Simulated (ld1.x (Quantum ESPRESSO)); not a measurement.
Before and after: TM potential for Ir (Z = 77)

Ir, norm-conserving Troullier–Martins (Kleinman–Bylander form), made with ld1.x (Quantum ESPRESSO) 7.5 (PBEsol, fully relativistic). Core [Kr] 4d10 4f14 5s2, reference 5p6 5d7 6s1 6p0 (charge +1). Waves: 6s (bound): rc 2.05 bohr; 5p (bound): rc 1.50 bohr; 5d (bound): rc 1.50 bohr. Local part: all-electron potential smoothed inside 1.15 bohr (lloc = -1). Core correction: none.

Open shells are filled in proportion to 2j + 1 (rel_dist='average').

Change: local potential the s channel.

Cutoffs: the cutoffs (Ry, on a coarse ladder) from which the occupation-weighted sum of valence levels, in a spherical-Bessel basis at the reference potential, stays within 10 and 1 mRy of its value at 400 Ry; they do not see the model core or the augmentation charge, which bear on the density cutoff. Errors are all-electron minus pseudo energies relative to the spin-unpolarised reference configuration.

Predict the effect on cutoff, ghosts and configuration errors.

The potential gets harder (60 Ry and 100 Ry → 70 Ry and 100 Ry); the bound ghost in s disappears; the number of tests that count goes from 6 to 7; of the 6 tests that both files solve, the error grows in 5 and shrinks in 1 by more than 15 % and 0.3 meV (median size 18.9 → 28.8 meV); the range in which the s phases agree widens (upper end -0.8 → 1.5); the range in which the p1/2 phases agree narrows (upper end -0.6 → -2.2). In the separable form a ghost depends on how the local part lies against the semilocal potential of the channel, so the choice of the local part can create or remove one.

```csv
quantity,base,changed
"cutoff, loose",60 Ry,70 Ry
"cutoff, tight",100 Ry,100 Ry
bound ghosts,s,none
"tests counted (converged, no solver errors)",6 of 7,7 of 7
"error for 5p6 5d7 6s2 6p0, meV [ΔE -9.94 eV]",+3.0,-4.7
"error for 5p6 5d7 6s0 6p0, meV [ΔE 17.50 eV]",-7.3,-9.0
"error for 5p6 5d6 6s0 6p0, meV [ΔE 48.07 eV]",+18,-49
"error for 5p6 5d7.5 6s1.5 6p0, meV [ΔE -10.22 eV]",+20,-3.1
"error for 5p6 5d7 6s0 6p2, meV [ΔE 1.05 eV]",+234,-1420
"error for 5p6 5d7 6s1 6p1, meV [ΔE -4.61 eV]",+104,-588
s: phases at 2.25 bohr within 0.05 rad from the reference energy up to (Ry; the scan ends near 5),-0.8,1.5
p1/2: phases at 2.25 bohr within 0.05 rad from the reference energy up to (Ry; the scan ends near 5),-0.6,-2.2
p3/2: phases at 2.25 bohr within 0.05 rad from the reference energy up to (Ry; the scan ends near 5),-0.2,-1.6
d3/2: phases at 2.25 bohr within 0.05 rad from the reference energy up to (Ry; the scan ends near 5),2.8,1.2
d5/2: phases at 2.25 bohr within 0.05 rad from the reference energy up to (Ry; the scan ends near 5),2.9,1.4
```

Base: Tests not counted: 5p5 5d7 6s2 6p0 (solver errors, printed error -1781 eV). These tests converged, but a pseudo level misses the all-electron one widely, so the file describes the atom poorly there or has found another state: 5p6 5d6 6s0 6p0: empty 6s by 4.5 eV. ld1.x printed “convergence not achieved” for 3 of the counted tests; their residual had stalled under 1e-8, short of the target of 1e-14. Changed file: These tests converged, but a pseudo level misses the all-electron one widely, so the file describes the atom poorly there or has found another state: 5p6 5d6 6s0 6p0: empty 6p by 2.7 eV. ld1.x printed “convergence not achieved” for 4 of the counted tests; their residual had stalled under 1e-8, short of the target of 1e-14. A true bound ghost makes a file unfit for plane-wave use even where its test errors are small: the radial tests pick states by their node count and pass the ghost by. Where a test does run into it, the solver fails or the error is huge.
